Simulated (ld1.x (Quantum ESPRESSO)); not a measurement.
**Which change was made? (Pt, TM)**

ld1.x (Quantum ESPRESSO) 7.5 input, shortened:

```
&input
   title='Pt', zed=78., rel=1, dft='PBE', iswitch=3,
   config='[Xe] 4f14 5d9 6s0.5 6p0.5'
 /
 &inputp
   pseudotype=2, tm=.true., lloc=1,
   nlcc=.false.
 /
3
6S  1  0   0.50   0.00  1.90  1.90  0.0
5D  3  2   9.00   0.00  1.45  1.45  0.0
5P  2  1   6.00   0.00  1.80  1.80  0.0
 &test
   configts(1)='5p6 5d9 6s0.5 6p0.5'
 /
```

Occupied shells without a wave of their own: 6p. They enter only through the test configuration that unscreens the potential.

Cutoffs, loose and tight: the cutoffs (Ry, on a coarse ladder) from which the occupation-weighted sum of valence levels, in a spherical-Bessel basis at the reference potential, stays within 10 and 1 mRy of its value at 400 Ry. They do not see the model core or the augmentation charge, which bear on the density cutoff. Test errors are all-electron minus pseudo excitation energies from the reference, over the configurations 5p6 5d9 6s1 6p0; 5p6 5d9 6s0 6p0; 5p6 5d8 6s0 6p0; 5p6 5d6 6s0 6p0; 5p6 5d9 6s0 6p1; 5p6 5d8 6s2 6p0; 5p5 5d9 6s1 6p0; variants that change the core or the reference have their own tests. The largest error is taken over the tests solved by every variant that gives reliable tests at all, those not shown here included: 5p6 5d6 6s0 6p0; 5p6 5d8 6s0 6p0; 5p6 5d9 6s0 6p0; 5p6 5d9 6s0 6p1; 5p6 5d9 6s1 6p0.

The base gives: outcome: generated, misses its reference levels by 0.18 eV; cutoff, loose: 45 Ry; cutoff, tight: 80 Ry; bound ghosts: s; largest test error (meV): -715.

On the changes marked as counting shells twice: ld1.x takes every shell without a wave as core, so the model core holds the marked electrons as well and exchange and correlation see them twice. This cancels in the reference configuration, but the file is broken for other ones, and its errors say nothing about a proper core correction.

**Question.** After one change the result is: outcome: generated, misses its reference levels by 0.18 eV; cutoff, loose: 45 Ry; cutoff, tight: 80 Ry; bound ghosts: s; largest test error (meV): -941. Which change was it?
A. all radii scaled by about 0.76 (s 1.44, p 1.36, d 1.10 bohr)
B. local potential the s channel
C. core correction a·sin(br)/r model core inside 1.52 bohr (6p counted twice)

**Answer.** C. The others give: local potential the s channel → outcome: generated, misses its reference levels by 0.33 eV; cutoff, loose: 50 Ry; cutoff, tight: 80 Ry; bound ghosts: none; largest test error (meV): +1031 | all radii scaled by about 0.76 (s 1.44, p 1.36, d 1.10 bohr) → outcome: generated; cutoff, loose: 120 Ry; cutoff, tight: 230 Ry; bound ghosts: s; largest test error (meV): -162.
